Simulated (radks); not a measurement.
Values are calculated unless marked as measured or tabulated.
Question: Species: Se18+. Configuration: [Ne] 3s2 3p4. Code: a radial shooting solver on a logarithmic mesh with Libxc functionals. Model: Dirac Kohn-Sham, BLYP, spin-unpolarised, spherical densities, finite nucleus; open shells fill j = l - 1/2 first; Fermi nuclear charge, rms radius 4.14 fm.

Spin-orbit splittings of the eigenvalues, e(l+1/2) - e(l-1/2), with zeta = 2 splitting/(2l+1) and mean radii in bohr:

shell  occ.  splitting (eV)  zeta (eV)  <r> j=l-1/2  <r> j=l+1/2
2p        6           42.37      28.25       0.1669       0.1706
3p        4               ?          ?       0.4866       0.4927

Estimate the 3p splitting.

Answer: 8.860 eV (zeta = 5.907 eV).
